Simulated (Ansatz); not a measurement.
Spectroscopic constants of AlH-, multiplicity 4 (an upper state: multiplicity 2 came lower at CCSD(T)/def2-TZVPP on PBE0 minima).

Constants: fifth-degree fit in 1/R to seven points, most abundant isotopes. Runs in def2 and cc sets follow the lowest solution found near the PBE0 minimum.

Programs: Ansatz (Gaussian orbitals). Values without a source in brackets are computed.

```csv
level,r_e (Å),ω_e (cm⁻¹),α_e (cm⁻¹),B_e (cm⁻¹)
PBE/def2-TZVPP,1.627,1680,0.22,6.55
PBE0/def2-TZVPP,1.616,1736,0.21,6.64
wB97X-V/def2-TZVPP,1.614,1751,0.21,6.66
CCSD/def2-TZVPP,1.612,1763,0.21,6.68
CCSD(T)/def2-TZVPP,1.615,1748,0.21,6.66
```

Correlated levels freeze the cores.

Ansatz is a program for electronic structure.
